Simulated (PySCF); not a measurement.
# Which functional comes closest?

Molecule: `CCCCC(N)=O`, C$_{5}$H$_{11}$NO.

Geometry (Å), atoms numbered from 1 in this order:
```xyz
18

C    -2.9491    0.1207    0.5219
C    -1.6852   -0.3558   -0.1764
C    -0.4141    0.2294    0.4221
C     0.8480   -0.2464   -0.2724
C     2.1129    0.3653    0.3068
N     3.2705   -0.0809   -0.2534
O     2.1008    1.1897    1.1965
H    -2.9437   -0.1576    1.5878
H    -3.8534   -0.3129    0.0686
H    -3.0427    1.2172    0.4712
H    -1.7353   -0.0986   -1.2496
H    -1.6352   -1.4588   -0.1382
H    -0.3494   -0.0206    1.4940
H    -0.4482    1.3304    0.3866
H     0.9319   -1.3466   -0.2169
H     0.8130   -0.0061   -1.3504
H     3.2861   -0.7621   -0.9972
H     4.1439    0.2999    0.0848
```

Geometry PBE0-D3(BJ)/def2-SVP throughout; GIAO in PySCF 2.14.0 with density-fitted response routines, gas phase, one conformer, non-relativistic; equivalent atoms averaged; basis pcSseg-1.

Reference values (measured; solution, not stated per compound (mostly CDCl3 or CCl4); Pretsch, Buehlmann, Badertscher, Structure Determination of Organic Compounds, 4th ed. (2009)): δ(H15/H16) = 2.22 ppm, δ(H13/H14) = 1.60 ppm, δ(H11/H12) = 1.37 ppm, δ(H8/H9/H10) = 0.93 ppm. Computed shifts are taken against TMS, calculated as an isolated molecule at each level.

**Question.** How do the functionals HF, LDA, BLYP, KT2, KT3, B97-D, PBE0, mPW1PW91, WP04, wB97X-D perform against the reference? Times are CPU seconds on shared hosts with different chips, so compare them loosely.

**Answer.** 
```tsv
functional	kind	H15/H16	H13/H14	H11/H12	H8/H9/H10	mean abs. error H	core-s
HF	Hartree–Fock	1.62	1.41	0.88	1.10	0.36	10
LDA	LDA	2.00	1.41	1.15	1.02	0.18	25
BLYP	GGA	1.91	1.43	1.15	1.07	0.21	30
KT2	GGA	1.88	1.40	1.13	1.05	0.23	30
KT3	GGA	1.85	1.41	1.13	1.05	0.23	32
B97-D	GGA	1.90	1.44	1.14	1.07	0.21	30
PBE0	global hybrid	1.81	1.40	1.04	1.04	0.26	27
mPW1PW91	global hybrid	1.81	1.40	1.03	1.04	0.27	18
WP04	global hybrid	1.76	1.43	0.99	1.00	0.27	31
wB97X-D	range-separated hybrid	1.77	1.38	0.99	1.04	0.29	40
```

For ¹H the closest is LDA (0.18 ppm) and the furthest HF (0.36 ppm). One molecule is a small sample, and vibrational and solvent effects are absent from the calculation.
